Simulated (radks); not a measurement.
All-electron atom: the xenon ion Xe21+ in [Ar] 3d10 4s2 4p3 (the NIST ground configuration). Method: scalar-relativistic Kohn-Sham, r2SCAN, spin-polarised, spherical densities, finite nucleus; open shells are filled with parallel spins first (spin-orbit coupling, left out, can overturn this in heavy ions); meta-GGA in the generalised Kohn-Sham scheme; Fermi nuclear charge, rms radius 4.7859 fm; computed with a radial shooting solver on a logarithmic mesh with Libxc functionals.

Unscreened Slater integrals over Kohn-Sham orbitals (cm^-1). They are taken over the spin-up orbitals. Empty in this configuration: 4d.

integral    value
F0(4p,4p)  295140
F2(4p,4p)  155810
F0(4p,4s)  299370
G1(4p,4s)  204440
F0(4p,3d)  375020
F2(4p,3d)  103530
G1(4p,3d)   33967
G3(4p,3d)   33896
F0(4p,3p)  370040
F2(4p,3p)  109900
G0(4p,3p)   29426
G2(4p,3p)   35555
F0(4p,4d)  291050
F2(4p,4d)  151090
G1(4p,4d)  190080
G3(4p,4d)  121360
F0(4s,4s)  303930
F0(4s,3d)  382530
G2(4s,3d)   34911
F0(4s,3p)  377470
G1(4s,3p)   36133
F0(4s,4d)  295130
G2(4s,4d)  149480
F0(3d,3d)  722520
F2(3d,3d)  364730
F4(3d,3d)  233820
F0(3d,3p)  682160
F2(3d,3p)  329850
G1(3d,3p)  370480
G3(3d,3p)  241190
F0(3d,4d)  371310
F2(3d,4d)  102900
F4(3d,4d)   50736
G0(3d,4d)   34048
G2(3d,4d)   41940
G4(3d,4d)   32661
F0(3p,3p)  658070
F2(3p,3p)  331490
F0(3p,4d)  363940
F2(3p,4d)  103150
G1(3p,4d)   24120
G3(3p,4d)   25673
F0(4d,4d)  287660
F2(4d,4d)  148190
F4(4d,4d)  101070

Derived for the open shells (J is the average intra-shell exchange parameter used in DFT+U). 4p: J = F2/5 = 31160 cm^-1.
